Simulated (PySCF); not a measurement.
# Ag: excitation energy

Ag [Kr] 4d10 5s1 (2S) → Ag [Kr] 4d9 5s2 (2D), as a difference of total energies. Computed with PySCF 2.14 in def2-TZVPPD with the def2 core potential (28 electrons), with scalar relativity through the core potential. Correlated levels: valence and next inner shell: nothing frozen outside the core potential. The calculations carry no spin-orbit coupling.

```csv
method,excitation energy (eV)
UHF,3.709
MP2 (valence and next inner shell),4.099
SCS-MP2 (valence and next inner shell),3.901
CCSD (valence and next inner shell),3.787
CCSD(T) (valence and next inner shell),3.767
```

Question: How much does correlation contribute at CCSD(T) (valence and next inner shell)?

Answer: 3.767 − (3.709) = 0.058 eV, measured against UHF.

Errors of the correlated levels include the incompleteness of this basis.

For comparison: 3.971 eV (measured; NIST levels, between the centres of gravity of the two terms).
